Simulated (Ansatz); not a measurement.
## Ansatz (development build ahead of 0.2.0) run

```yaml
crystal:
  periodic: [false, false, false]
  atoms:
    - { symbol: "N", position_ang: [0.02392, 0.00146, -2.05304] }
    - { symbol: H, position_ang: [1.44091, 0.03807, -2.65787] }
    - { symbol: H, position_ang: [-0.6815, 1.16035, -2.69872] }
    - { symbol: H, position_ang: [-0.72447, -1.16775, -2.67559] }
    - { symbol: Cu, position_ang: [0.04144, 0.05255, 0.82775] }
basis:
  gaussian: { orbitals: def2-SVP }
total_charge: 1
hamiltonian:
  xc: hf
```

The input is written out in the form of the current development build from the run's settings.

Results

```yaml
Converged: yes
Total_energy: -1694.36370 hartree
Spin_squared_of_the_determinant: 0.000
```

Caution: stretched shape with no unrestricted run beside it, a lower state can exist.
